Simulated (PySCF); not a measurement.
## Vertical excitation energies

Compound: C5H8N2S.
Geometry (GFN2-xTB, Å), atoms numbered from 1 in this order:
```xyz
16
C5H8N2S angstrom
C     -1.7228    0.6955   -0.6452
C     -1.2521   -0.6585   -0.1316
C     -0.2159   -0.5125    0.9914
C      1.0461    0.0917    0.4831
C      2.0236   -0.5607   -0.3075
N      3.0241    0.2168   -0.6424
S      2.7734    1.6925   -0.0111
N      1.3609    1.3501    0.7085
H     -2.4446    0.5682   -1.4483
H     -0.8846    1.2752   -1.0244
H     -2.1911    1.2632    0.1553
H     -0.8167   -1.2319   -0.9533
H     -2.1053   -1.2208    0.2532
H     -0.6188    0.1238    1.7800
H      0.0084   -1.4972    1.4085
H      2.0076   -1.5864   -0.6277
```

Computed with PySCF, TDDFT PBE0/def2-SVPD, vertical, gas phase, core orbitals frozen in the response.

Q: Predict the UV-vis stick spectrum at this level.

A: 

```
state  E (eV)  ν̃ (cm⁻¹)       f  |μ| (D)  main configurations (H = HOMO, L = LUMO)
   S1    5.03      40600  0.0001     0.08                               H-1→L (99%)
   S2    5.51      44440   0.179     2.93                                 H→L (94%)
   S3    6.04      48690  0.0033     0.38                               H-3→L (89%)
   S4    6.25      50370  0.0001     0.07                               H→L+1 (94%)
   S5    6.69      53980   0.013     0.72                               H-2→L (85%)
   S6    6.95      56060  0.0022     0.29                             H-1→L+1 (94%)
   S7    7.22      58220   0.031     1.06      H→L+2 (62%), H→L+3 (15%), H-5→L (9%)
   S8    7.28      58750   0.020     0.85                  H-5→L (68%), H→L+2 (14%)
```

Triplets, Tamm–Dancoff:

| state | E (eV) | λ (nm) | main configurations (H = HOMO, L = LUMO) |
| --- | --- | --- | --- |
| T1 | 3.91 | 317.1 | H→L (98%) |
| T2 | 4.31 | 287.5 | H-1→L (96%) |
| T3 | 4.53 | 273.7 | H-2→L (88%) |

The lowest singlet lies at 5.03 eV (246 nm, ultraviolet) and is dark (f under 0.0005); its leading configuration is HOMO-1→LUMO (99%). The strongest level in the table is S2 at 5.51 eV (225 nm, f = 0.179). Löwdin shares by element: HOMO sulfur 40%, carbon 33% or more, nitrogen 8% or more (atoms not listed hold the other 19%); LUMO nitrogen 46%, sulfur 24%, carbon 13% or more (atoms not listed hold the other 17%). Of the 8 states listed, 4 reach f = 0.01 and 2 stay under 0.0005. Weighted by f, the mean energy of these states is 5.94 eV. Orbital energies (eV): HOMO-3 -9.18, HOMO-2 -8.94, HOMO-1 -8.33, HOMO -7.67, LUMO -1.46, LUMO+1 0.16, LUMO+2 0.54. Only the lowest 8 singlets were computed, as vertical energies without vibronic structure.

One conformer stands for the species.
